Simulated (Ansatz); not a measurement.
Computed with Ansatz on PBE0-D4/def2-TZVP structures; ΔE is electronic, products minus reactants. CBS: MP2 limit from def2 TZ/QZ plus the TZ coupled-cluster correction, frozen cores. This one scheme is used for every species. def2 core potentials past Kr. For Sn outer-core shells are correlated without core-valence functions, which leaves a few kJ/mol of doubt a bond. One conformer a species, not always the lowest.

`[NH2][Al]([NH2])[F]` + `N[SiH2][SnH3]` → `N[SiH2][Al]([NH2])[F]` + `[NH2][SnH3]`  (redistribution)

```tsv
species	CCSD(T)/CBS(def2) energy (Eh)
`[NH2][Al]([NH2])[F]`	-453.78851
`N[SiH2][SnH3]`	-562.02294
`N[SiH2][Al]([NH2])[F]`	-744.05131
`[NH2][SnH3]`	-271.71442
```

Problem. Work out ΔE.

Solution. ΔE = (-744.05131) + (-271.71442) − (-453.78851) − (-562.02294) = 0.04572 Eh = +120.0 kJ/mol.

Largest T1 diagnostic among the species: 0.013.

From PBE to PBE0 (25 % exact exchange), in def2-TZVPP and without D4, ΔE moves by +7.6 kJ/mol.
